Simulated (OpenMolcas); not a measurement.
## Nb II: from RASSCF to RASPT2

```json
{"Program": "OpenMolcas 26.06", "Basis": "ANO-RCC-VTZP [7s6p4d2f1g]", "Scalar Hamiltonian": "DKH2, point nucleus", "Active space": "4 electrons in 9 orbitals (RAS2 4d 5s; RAS3 5p, at most 2 electrons)", "State averaging": "2S+1 = 5 even, 15 roots; 2S+1 = 3 even, 90 roots kept (CI in the orbitals of an earlier block); 2S+1 = 1 even, 84 roots kept (CI in the orbitals of an earlier block, 68 in the spin-orbit step); 2S+1 = 5 odd, 51 roots (21 in the spin-orbit step); 2S+1 = 3 odd, 78 roots kept (CI in the orbitals of an earlier block, 21 in the spin-orbit step); 2S+1 = 1 odd, 84 roots kept (CI in the orbitals of an earlier block, 1 in the spin-orbit step)", "Spin-orbit coupling": "RASSI with atomic mean-field integrals over the reference wave functions, term energies averaged over their components"}
```

Methods on the same reference wave functions:
A. RASSCF
B. SS-RASPT2, IPEA 0.25 Eh, imaginary shift 0.1 Eh (closed shells correlated: 4s 4p)
C. MS-RASPT2, IPEA 0.25 Eh, imaginary shift 0.1 Eh (closed shells correlated: 4s 4p)

Energies in cm-1 above 4d4 5D0, the measured ground level; measured values from NIST Handbook of Basic Atomic Spectroscopic Data.

```tsv
Level	A	B	C	Measured
4d4 5D0	0.0	0.0	0.0	0.0
4d4 5D1	158	172	172	159
4d3 5s 5F1	368	1969	1969	2357
4d4 5D2	446	474	474	438
4d3 5s 5F2	629	2230	2230	2629
4d4 5D3	832	865	865	801
4d3 5s 5F3	1012	2620	2620	3030
4d4 5D4	1291	1318	1318	1225
4d3 5s 5F4	1509	3120	3120	3543
4d3 5s 5F5	2101	3700	3700	4146
4d4 3P0(1)	7676	5810	5810	5562
4d4 3P1(1)	8275	6430	6430	6192
4d3 5s 3F2(1) [73 %]	8583	7630	7630	
4d3 5s 3F3(1)	9090	8120	8120	
4d4 3P2(1) [71 %]	9333	7470	7470	7261
4d3 5s 3F4(1)	9668	8690	8690	
4d3 5s 5P1	10777	10660	10660	
4d3 5s 5P2	11049	10860	10860	
4d3 5s 5P3	11392	11290	11290	
4d3 5s 3G3	12126	11150	11150	
4d3 5s 3G4	12400	11460	11460	
4d3 5s 3G5	12703	11770	11770	
4d4 3H4	12867	10690	10670	
4d4 3H5	13194	11020	11020
```

Deviations, from unrounded energies. A percentage is the sum of absolute deviations over the sum of measured energies, with the sign that they share, or ± where signs differ.

```tsv
Against measurement	Levels	A	B	C
mean absolute deviation (cm-1)	12	1400	250	250
fine structure of the ground term (%)	4	±4.0	+7.9	+7.9
other terms of the ground configuration (%)	3	+33.0	+3.7	+3.7
other configurations (%)	5	-64.2	-13.1	-13.1
```

B, C lie about equally close to measurement and A furthest from it. The largest miss of C in the table is 4d3 5s 5F5, by -440 cm-1. The ranking rests on the paired levels alone, and a cruder setting can come out closer through cancelling errors.

Between B and C the level of the table that moves most is 4d4 3H4, by 15 cm-1 (lowest in C, highest in B). Moves below CASPT2's spread within the term are not significant.

The two smallest mean deviations differ by little beside CASPT2's spread within terms, so their order carries little weight.

From A to B the spin-free energies of the other terms of 4d4 shown, above 5D, scale by factors of 0.76 to 0.82, as is usual when dynamic correlation screens the repulsion within a d or f shell.

The lowest spin-free term lies below A's lowest term by 0.324 hartree in B, 0.324 hartree in C.

CASPT2 does not keep the components of a term degenerate, so their means are used; among the terms shown or strongly mixed into the levels shown the widest spread is 1000 cm-1 (4d3 5s 5F, C). Some high roots are left out of the spin-orbit mixing, which shifts the levels that they would mix with. Terms from blocks run as CI alone lack orbitals of their own. Configurations are named by rounded mean occupations; where the s occupation lies near a half they are strongly mixed, a name can repeat and a true partner stay unpaired. A single d shell beside an s shell can misplace configurations of different d count against each other. Without dynamic correlation excited terms often stand tens of per cent too high (terms of higher spin than the ground term too low), and those without a measured partner can miss by more than the paired ones (holds for A). Blocks of more than 70 roots (2S+1 = 3 even) ran without multistate coupling (holds for C). Measured partners are found by configuration, term and J. A level has none where our copy of the source lacks it or the pairing is in doubt (some pairs that miss far off the trend of their configuration count as doubtful), and it then counts in no deviation. Levels of configurations outside the active space are missing. Levels that lie high or do not pair safely by name in every column are left out.

A share in square brackets marks a mixed level and gives the weight of the term that names it, the lowest over the columns. A number in round brackets counts repeated terms of one configuration in the order of the reference energies.
